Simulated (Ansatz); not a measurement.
The cluster AlF₃⁺. Total charge 1; doublet. Geometry PBE-D4/def2-TZVP, that of the neutral singlet; atoms count from 1.

Cartesian coordinates in Å:
```
Al -0.0002 -0.0001 0.0000
F -0.5334 1.4800 -0.4878
F 0.6363 -1.0491 -1.0988
F -0.1027 -0.4307 1.5865
```

The structure comes from a short search, and lower isomers may exist.

(1) Estimate the Mulliken populations from the PBE0/def2-TZVP orbitals of Ansatz.

(2) Where does the spin sit?

(3) And the Mayer bond orders between bonded heavy atoms (over 0.3)?

Answers

(1) 
```
atom  charge (e)  spin (α − β)
 Al1        1.10         -0.06
  F2       -0.03          0.35
  F3       -0.03          0.35
  F4       -0.03          0.35
```
Mulliken values and Mayer orders depend strongly on the basis.

(2) Summed by element: Al -0.06, F 1.06, of 1 unpaired in all. Largest on single atoms: F2 0.35, F3 0.35, F4 0.35.

(3) Al1–F2 1.05 (1.65 Å); Al1–F3 1.05 (1.65 Å); Al1–F4 1.05 (1.65 Å).
